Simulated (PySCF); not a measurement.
Species: 2-cyanonaphthalene, C11H7N.
InChI=1S/C11H7N/c12-8-9-5-6-10-3-1-2-4-11(10)7-9/h1-7H

Method: PBE0-D3(BJ)/def2-SVP geometry optimisation, gas phase (PySCF 2.14.0).

Masses are those of the commonest isotopes; rigid-rotor values at the optimised geometry. 

Task: What are A, B and C (MHz)?

Result: Ia = 186.37, Ib = 834.22, Ic = 1020.59 u·Å²; 505379 MHz·u·Å²/I gives A = 2712, B = 605.8, C = 495.2 MHz.

Task: Classify the top.

Result: A near-prolate asymmetric top; Ray's κ = -0.900.

Task: Is it planar, by Δ = Ic − Ia − Ib?

Result: Planar: Δ = Ic − Ia − Ib = 0.00 u·Å². For a rigid frame Δ = −2 Σ m c², so it vanishes when all atoms lie in the ab plane; here none is more than 0.01 Å from it.

Task: Which lines would a microwave search look for?

Result: The dipole components are |μa| = 4.90 D, |μb| = 0.93 D, |μc| = 0.00 D; the mirror of this Cs structure is the ab plane, so μc vanishes by symmetry and there are no c-type lines. The squared components, which scale the intensities, stand as 1.00 : 0.04 (a : b). Some lines, for components of 0.1 D or more:

| type | branch | J(Ka,Kc) | MHz | lower level (cm⁻¹) |
| --- | --- | --- | --- | --- |
| a | Q | 3(1,2) ← 3(1,3) | 664 | 0.281 |
| a | R | 2(0,2) ← 1(0,1) | 2198 | 0.037 |
| b | Q | 1(1,0) ← 1(0,1) | 2217 | 0.037 |
| a | R | 2(1,1) ← 1(1,0) | 2313 | 0.111 |
| a | R | 3(1,3) ← 2(1,2) | 3134 | 0.177 |
| b | R | 1(1,1) ← 0(0,0) | 3207 | 0.000 |
| a | R | 3(0,3) ← 2(0,2) | 3286 | 0.110 |
| a | R | 3(2,1) ← 2(2,0) | 3320 | 0.399 |
| b | Q | 3(2,1) ← 3(1,2) | 6176 | 0.303 |
| b | Q | 2(2,1) ← 2(1,2) | 6650 | 0.177 |
| b | Q | 3(2,2) ← 3(1,3) | 6818 | 0.281 |
| b | R | 3(2,2) ← 2(1,1) | 9621 | 0.188 |
| b | R | 3(2,1) ← 2(1,2) | 9974 | 0.177 |
| b | Q | 3(3,1) ← 3(2,2) | 10809 | 0.509 |
| b | R | 3(3,0) ← 2(2,1) | 14112 | 0.399 |

PBE0-D3(BJ)/def2-SVP frequencies: not computed here. No vibrational averaging or centrifugal distortion is included, and the geometry carries the error of its method. Quadrupole hyperfine structure (14N) is left out.

Cost: about 2.6 min of CPU time on one thread; the machine was shared, so the figure is rough. This is the geometry optimisation.
